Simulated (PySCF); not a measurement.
# One molecule, several mistakes: B2ClH3O

These are calculations, not measurements. They come from PySCF 2.14.0, an open-source quantum chemistry program, on an isolated molecule that a program drew, which may never have been made. The molecule is B2ClH3O (charge 0, singlet), drawn as the SMILES string `OBBCl`.

Each row is a Hartree-Fock (HF) and frozen-core CCSD(T) single point in the cc-pV(D+d)Z basis, meant for a local HF minimum. Run 1 is clean. Each other run has one planted mistake out of seven kinds, and not every kind appears here: one electron removed, one electron added, multiplicity raised by two, geometry at a saddle point, minimal basis STO-3G, one bond length entered in bohr, all coordinates scaled. The reference is restricted for singlets and unrestricted otherwise, and also for a bond in bohr. Adding or removing an electron swaps singlet and doublet. Electrons count all cores. HOMO and LUMO are orbital energies over both spins, the gradient is its largest component, and the lowest frequency (negative if imaginary) is given only where the gradient is small. Bond lengths are over the 6 bonds as drawn. T1 is the CCSD diagnostic: over 0.02 (restricted) or 0.045 (unrestricted) a single reference is doubtful.

Geometry of the clean run:
```xyz
7
B2ClH3O, angstrom
O    -3.3501   -1.4345    0.8045
B    -2.0352   -1.7257    0.9099
B    -0.7439   -0.7403    0.3534
Cl   -0.1530    0.5884    1.3709
H    -3.5522   -0.6047    0.4002
H    -1.7862   -2.7766    1.4451
H    -0.1570   -0.8881   -0.6789
```

```
run,electrons,basis functions,<S^2>,HOMO (eV),LUMO (eV),gradient (hartree/bohr),lowest frequency (cm^-1),mean bond (Å),longest bond (Å),T1,HF (hartree),CCSD(T) (hartree),mistake
1,38,80,0.000,-10.92,1.80,1.2e-05,55,1.3649,1.775,0.0157,-585.55370,-586.09349,no fault
2,38,27,0.000,-9.31,5.65,5.4e-02,-,1.3649,1.775,0.0196,-578.97161,-579.12894,minimal basis STO-3G
3,38,80,0.000,-10.92,1.19,5.7e-05,-79,1.3672,1.771,0.0163,-585.55283,-586.09320,?
4,38,80,0.893,-9.55,1.38,2.3e-02,-,1.5652,2.553,0.0447,-585.38495,-585.89425,?
```

**Which mistake was planted in run 3, and what did it cost?**

The gradient is small, so the point is stationary, but the lowest frequency is imaginary (-79 cm^-1). So the mistake is: geometry at a saddle point. Subtracting run 1 and multiplying by 627.51 kcal/mol a hartree, the energy moved by 0.5 kcal/mol in HF and 0.2 kcal/mol in CCSD(T).

**Which mistake was planted in run 4, and what did it cost?**

The mean bond changes by a factor of 1.147 and the longest by 1.438, so the molecule wasn't scaled as a whole. A length L in bohr read as angstrom grows by (1/0.5292 - 1) L = 0.890 L. The 6 bonds together grew by 6 x 0.2003 = 1.202 Å, which gives L = 1.351 Å. That is bond O1-B2, 1.351 Å in the clean geometry. So the mistake is: one bond length entered in bohr. Subtracting run 1 and multiplying by 627.51 kcal/mol a hartree, the energy moved by 105.9 kcal/mol in HF and 125.0 kcal/mol in CCSD(T).

